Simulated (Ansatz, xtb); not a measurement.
## Isomers of C4H2FNO3 in order of energy

3 gas-phase structures of C4H2FNO3, from a drawn sample of its isomers (lower ones may exist). Each was relaxed with GFN2-xTB:

A. `N#C[C@@H]1OC(=O)O[C@@H]1F`, a singlet
B. `N#C[C@@]1(F)COC(=O)O1`, a singlet
C. `N#C[C@@H]1OC(=O)O[C@H]1F`, a singlet

Which do you expect lowest at r2SCAN-D4/def2-SVP, and how would the others follow?

Calculated order at r2SCAN-D4/def2-SVP: C (0.000), A (0.038), B (0.081) eV. Less than 1 kcal/mol parts C and A, so the order within that pair means little.

Energies above the lowest of each column, in eV; the last columns are at PBE0-D3(BJ)/def2-SVP geometries:

```tsv
structure	GFN2-xTB	HF/STO-3G	r2SCAN-D4/def2-SVP	PBE0-D3(BJ)/def2-SVP	CCSD(T)/def2-SVP + ΔMP2/def2-TZVPP
C	0.000	0.000	0.000	0.000	0.000
A	0.092	0.015	0.038	0.044	0.062
B	0.142	0.013	0.081	0.103	0.112
```

Every level run on C puts it lowest or level with the lowest. Flexible structures stand in one conformer each, not always the lowest. ΔMP2 is the change of the MP2 energy from the smaller to the larger basis.

Programs: Ansatz 0.2.0, xtb 6.7.1.
